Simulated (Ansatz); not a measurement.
`CC(C)[Si]N` and `C[CH](C)[Sn][F]` differ in one atom or group.

Ansatz, PBE0-D4/def2-TZVP geometries, multiplicity 1. Each molecule was computed in one conformer, which needn't be the lowest.

Elements past krypton have def2 core potentials.

```json
{"property": "LUMO energy (PBE0/def2-TZVPP) / eV", "`CC(C)[Si]N`": "-1.06"}
{"property": "size of the dipole moment (ωB97M-V/def2-TZVPP) / D", "`CC(C)[Si]N`": "1.79"}
{"property": "zero-point energy (PBE0-D4/def2-TZVP) / kJ/mol", "`CC(C)[Si]N`": "315.1"}
{"property": "HOMO energy (PBE0/def2-TZVPP) / eV", "`CC(C)[Si]N`": "-5.87"}
{"property": "HOMO energy (B3LYP/def2-TZVPP) / eV", "`CC(C)[Si]N`": "-5.70"}
{"property": "LUMO energy (B3LYP/def2-TZVPP) / eV", "`CC(C)[Si]N`": "-1.24"}
```

(1) What does the change do to each property? (An estimate is asked.)

## Answers

(1) The calculation gave: 
```json
{"property": "LUMO energy (PBE0/def2-TZVPP) / eV", "`C[CH](C)[Sn][F]`": "-2.52", "shift": "-1.46"}
{"property": "size of the dipole moment (ωB97M-V/def2-TZVPP) / D", "`C[CH](C)[Sn][F]`": "2.72", "shift": "0.93"}
{"property": "zero-point energy (PBE0-D4/def2-TZVP) / kJ/mol", "`C[CH](C)[Sn][F]`": "246.3", "shift": "-68.8"}
{"property": "HOMO energy (PBE0/def2-TZVPP) / eV", "`C[CH](C)[Sn][F]`": "-6.17", "shift": "-0.30"}
{"property": "HOMO energy (B3LYP/def2-TZVPP) / eV", "`C[CH](C)[Sn][F]`": "-6.01", "shift": "-0.31"}
{"property": "LUMO energy (B3LYP/def2-TZVPP) / eV", "`C[CH](C)[Sn][F]`": "-2.80", "shift": "-1.56"}
```

With PBE0 the HOMO falls by 0.30 eV and the LUMO falls by 1.46 eV, so the gap narrows by about 1.16 eV. PBE moves the HOMO by -0.31 eV and ωB97M-V by -0.26 eV. The zero-point energy changes by -68.8 kJ/mol with -6 modes. Dipoles are sizes alone; their direction can turn.

B3LYP here is the variant with VWN-RPA as its local correlation; programs differ in this.
